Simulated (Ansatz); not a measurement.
Another site gives an ion 4680.61 eV lower (`O[SiH2]Br`) at the level frozen-core CCSD(T)/def2-TZVPD // CAM-B3LYP-D3(BJ)/def2-TZVPD (Ansatz, a quantum-chemistry and plane-wave program).

All values below come from frozen-core CCSD(T)/def2-TZVPD // CAM-B3LYP-D3(BJ)/def2-TZVPD run with Ansatz.

Ansatz 0.2 input:
```yaml
crystal:
  periodic: [false, false, false]
  atoms:
    - { symbol: O, position_ang: [-1.239613, 0.832268, -0.283376] }
    - { symbol: Si, position_ang: [-0.31641, -0.485168, 0.031085] }
    - { symbol: Se, position_ang: [1.818921, 0.035688, 0.617901] }
    - { symbol: H, position_ang: [-1.245402, 1.559478, 0.342966] }
    - { symbol: H, position_ang: [-0.35883, -1.280252, -1.204051] }
    - { symbol: H, position_ang: [-0.806577, -1.253174, 1.193181] }
    - { symbol: H, position_ang: [2.147909, 0.591159, -0.697707] }
basis:
  gaussian: { orbitals: def2-TZVPD }
correlation:
  method: ccsd_t
```

Output:

```
Functional definition: HF
1182 factors; integrals over basis functions are off by at most 1.2e-3 eV
mean field evaluation 1: about -75266.4257 eV, gradient 3.6e1 eV
mean field evaluation 2: about -75266.4999 eV, gradient 3.6e1 eV
mean field evaluation 4: about -75269.1639 eV, gradient 2.9e0 eV
mean field evaluation 8: about -75269.2083 eV, gradient 2.5e-1 eV
mean field evaluation 16: about -75266.4256 eV, gradient 3.6e1 eV
mean field -75269.20859941 eV, -2766.0923967262 hartree, gradient 1.6e-6 eV, S^2 0.000000; 0 other end points of the search recorded, 0 dependent functions left out
15 core orbitals not correlated
reference -75269.20859941 eV, -2766.0923967262 hartree; 15, 15 occupied and 146, 146 virtual orbitals, 1182 factors
second order -17.22357493 eV of doubles, -0.00000000 eV of singles
cycle   1  -17.42980791 eV  change   -2.1e-1 eV  update   9.0e-2
cycle   2  -17.88745096 eV  change   -4.6e-1 eV  update   2.6e-2
cycle   3  -17.96214020 eV  change   -7.5e-2 eV  update   1.3e-2
cycle   4  -17.95068293 eV  change    1.1e-2 eV  update   3.0e-3
cycle   5  -17.95019097 eV  change    4.9e-4 eV  update   1.3e-3
cycle   6  -17.95035855 eV  change   -1.7e-4 eV  update   4.0e-4
cycle   7  -17.95006377 eV  change    2.9e-4 eV  update   1.5e-4
cycle   8  -17.95005428 eV  change    9.5e-6 eV  update   5.1e-5
cycle   9  -17.95008034 eV  change   -2.6e-5 eV  update   2.1e-5
perturbative correction -0.63740384 eV, -0.0234241590 hartree
Total energy: -75287.79608359 eV, -2766.7754741707 hartree
```

Cost: very roughly 2.3 core-minutes.
